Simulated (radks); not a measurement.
Q: Successive ionisation energies (eV) of one element, from differences of total energies of ions in their ground configurations, starting at charge 22: 998.81, 1050.6, 1157.1, 1206.8, 2930.5, 3077.4, 3226.6, 3377.8, 3595.5, 3753.2, 3980.0, 4106.3, 17370.1, 17890.4. Method: Dirac Kohn-Sham, PBE, spin-unpolarised, spherical densities, finite nucleus; open shells fill j = l - 1/2 first; Fermi nuclear charge, rms radius 4.1884 fm; computed with a radial shooting solver on a logarithmic mesh with Libxc functionals. Which element is it?

A: Krypton (Z = 36). The first species listed is Kr22+ in [Ne] 3s2 3p2, the last Kr35+ in 1s1.
